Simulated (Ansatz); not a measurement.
A nudged elastic band was laid between two geometries of CH$_{9}$BGeSi (13 atoms, charge 0, multiplicity 1).

Method: RKS PBE0/def2-SVP in Ansatz 0.2.0.

| Item | Value |
| --- | --- |
| movable images | 5 |
| climbing image | yes |
| spring | 5.0 eV/Å² |
| optimiser | quadratic models (default) |
| start path | through a guess of the saddle point |
| force threshold | 0.05 eV/Å |
| iteration limit | 60 |
| end points | relaxed |

First end point:

```xyz
13
Properties=species:S:1:pos:R:3
B -1.192 1.138 -0.405
C -0.356 0.198 0.483
Si 1.463 0.674 0.639
Ge -0.465 -1.533 -0.490
H -0.787 1.450 -1.506
H -2.277 1.546 -0.056
H -0.793 0.025 1.480
H 2.241 -0.415 1.311
H 1.611 1.917 1.457
H 2.048 0.914 -0.715
H 0.540 -1.538 -1.654
H -1.885 -1.761 -1.043
H -0.128 -2.650 0.513
```

Last end point:

```xyz
13
Properties=species:S:1:pos:R:3
B -1.323 1.044 -0.165
C -0.281 0.163 0.546
Si 1.500 0.771 0.420
Ge -0.430 -1.546 -0.464
H -1.122 1.423 -1.301
H -2.376 1.334 0.359
H -0.536 -0.072 1.593
H 2.456 -0.274 0.906
H 1.694 1.996 1.256
H 1.829 1.098 -1.000
H 0.090 -2.668 0.451
H 0.414 -1.466 -1.747
H -1.896 -1.839 -0.838
```

Q: What changes between the two ends?

A: No bond is made or broken. The dihedral Si3–C2–Ge4–H12 goes from -162 to -39°. The two ends are copies of one structure, up to a mirror image or an exchange of like atoms.

Q: Give the energies along the band, and the barrier.

A: The forces met the threshold. The highest image is number 3 of 0 to 6, 0.022 eV above the ends, which have the same energy within 2 meV. A vibrational analysis at the climbing image gives one clearly imaginary mode, 78i cm⁻¹: a first-order saddle point.

| image | path coordinate (Å) | energy (eV) | dihedral Si3–C2–Ge4–H12 (°) |
| --- | --- | --- | --- |
| 0 | 0.00 | 0.000 | -162 |
| 1 | 0.84 | 0.004 | -141 |
| 2 | 1.69 | 0.015 | -120 |
| 3 | 2.53 | 0.022 | -100 |
| 4 | 3.40 | 0.012 | -79 |
| 5 | 4.27 | 0.003 | -58 |
| 6 | 5.15 | 0.000 | -39 |

Q: What is the geometry of the highest image?

A: 
```xyz
13
Properties=species:S:1:pos:R:3
B -1.313 1.049 -0.166
C -0.277 0.163 0.552
Si 1.501 0.772 0.427
Ge -0.437 -1.549 -0.459
H -1.045 1.550 -1.238
H -2.421 1.230 0.291
H -0.549 -0.087 1.590
H 2.435 -0.178 1.108
H 1.656 2.115 1.067
H 1.894 0.880 -1.012
H 0.965 -2.163 -0.631
H -1.048 -1.311 -1.852
H -1.340 -2.505 0.337
```

The band took 29 iterations and of the order of 18 core-minutes.

Run time: 9.5 min on 2 threads of Arm Neoverse V1, on a shared host, peak memory 0.31 GiB.
